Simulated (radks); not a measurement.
Results of a calculation; reference values are marked as such.
Task: Numerical settings for the lithium ion Li+, [He]. Code: a radial shooting solver on a logarithmic mesh with Libxc functionals. Model: non-relativistic Kohn-Sham, PBE, spin-polarised, spherical densities, point nucleus. The defaults (mesh step 0.008 in ln r, mesh end at 40 bohr or more with all orbitals vanishing there, Anderson mixing 0.5 over 9 steps, residual threshold near 1e-9 with the energy settled to 1e-9 hartree or 1e-11 of itself, here a cap of 83 iterations) give E = -7.2567 hartree and 1s at -60.409 eV in 13 iterations. Run on one thread of a shared host, so times are rough (Arm Neoverse N1): 0.06 s of CPU time, 0.06 s wall, 13 iterations on 2476 mesh points. One setting is changed at a time: mesh step in ln r 0.08; mesh step in ln r 0.2; mesh step in ln r 0.003; mesh end (bohr) 5; mesh end (bohr) 8; residual threshold 1e-13; residual threshold 0.001; mixing 0.01; linear mixing, mixing 0.8; linear mixing, mixing 0.05; mixing history 2; iteration cap 3. Which runs fail to converge, and which converge to a wrong energy?

Result: Not converged within the cap: mesh step in ln r 0.2; residual threshold 1e-13; linear mixing, mixing 0.8; linear mixing, mixing 0.05; iteration cap 3. No run marked as converged misses the energy by more than 1 mhartree.
